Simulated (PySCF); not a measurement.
## Relaxation of quintet RhSBr

Computed with UB3LYP/[Rh def2-SVP with ECP28, S def2-SVP, Br def2-SVP], scalar-relativistic core potentials, density fitting, no spin–orbit coupling, PySCF. A (50,194) grid was used.

A hand-made bent start, of Cs symmetry, held to at least that symmetry:

```xyz
3
charge 0 multiplicity 5, angstrom
Rh   -0.4728    0.0000   -0.6810
S    -2.1439    0.0000    0.4891
Br    1.4850    0.0000    0.6898
```

Optimiser trace:
```json
{"step": "0", "E − E(last) (kJ/mol)": "36.64", "largest gradient (Eh/bohr)": "0.04866"}
{"step": "1", "E − E(last) (kJ/mol)": "18.71", "largest gradient (Eh/bohr)": "0.01171"}
{"step": "2", "E − E(last) (kJ/mol)": "13.52", "largest gradient (Eh/bohr)": "0.00788"}
{"step": "3", "E − E(last) (kJ/mol)": "9.65", "largest gradient (Eh/bohr)": "0.01092"}
{"step": "4", "E − E(last) (kJ/mol)": "7.00", "largest gradient (Eh/bohr)": "0.01091"}
{"step": "5", "E − E(last) (kJ/mol)": "3.89", "largest gradient (Eh/bohr)": "0.00875"}
{"step": "6", "E − E(last) (kJ/mol)": "1.98", "largest gradient (Eh/bohr)": "0.00306"}
{"step": "7", "E − E(last) (kJ/mol)": "1.24", "largest gradient (Eh/bohr)": "0.00169"}
{"step": "8", "E − E(last) (kJ/mol)": "0.63", "largest gradient (Eh/bohr)": "0.00344"}
{"step": "9", "E − E(last) (kJ/mol)": "0.35", "largest gradient (Eh/bohr)": "0.00416"}
{"step": "10", "E − E(last) (kJ/mol)": "0.15", "largest gradient (Eh/bohr)": "0.00183"}
{"step": "11", "E − E(last) (kJ/mol)": "0.04", "largest gradient (Eh/bohr)": "0.00079"}
{"step": "12", "E − E(last) (kJ/mol)": "0.02", "largest gradient (Eh/bohr)": "0.00048"}
{"step": "13", "E − E(last) (kJ/mol)": "-0.01", "largest gradient (Eh/bohr)": "0.00020"}
{"step": "14", "E − E(last) (kJ/mol)": "-0.03", "largest gradient (Eh/bohr)": "0.00060"}
{"step": "15", "E − E(last) (kJ/mol)": "-0.01", "largest gradient (Eh/bohr)": "0.00139"}
{"step": "16", "E − E(last) (kJ/mol)": "-0.02", "largest gradient (Eh/bohr)": "0.00118"}
{"step": "17", "E − E(last) (kJ/mol)": "-0.02", "largest gradient (Eh/bohr)": "0.00051"}
{"step": "18", "E − E(last) (kJ/mol)": "0.00", "largest gradient (Eh/bohr)": "0.00022"}
{"step": "19", "E − E(last) (kJ/mol)": "0.00", "largest gradient (Eh/bohr)": "0.00009"}
```

It ends at C∞v with Rh–Br 2.435 Å, Rh–S 2.174 Å; Br–Rh–S 180.0° (after a last refinement on a finer grid). The frequency run here used a shortcut that can spoil soft modes, so no verdict on minimum or saddle point is given.

Final geometry:
```xyz
3
charge 0 multiplicity 5, angstrom
Rh   -0.5727    0.0000   -0.0338
S    -2.7427    0.0000   -0.1616
Br    1.8580    0.0000    0.1095
```

Open d and f shells are described by one determinant, and the ground state may have another occupation or spin. At this level a triplet minimum of Cs symmetry lies 10 kJ/mol below this structure.
